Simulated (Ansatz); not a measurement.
Problem. Name a neutral molecule of B, C, Cl, F, O, Si and H with LUMO energy (B3LYP/def2-TZVPP) between -1.90 and -1.60 eV and HOMO energy (PBE/def2-TZVPP) between -6.90 and -6.60 eV (Ansatz, PBE0-D4/def2-TZVP geometry).

Solution. `OB([SiH3])C(F)Cl` (-1.61 eV, -6.74 eV). Other molecules can fit too; these were computed, each in one conformer that needn't be the lowest.

B3LYP here is the variant with VWN-RPA as its local correlation; programs differ in this.
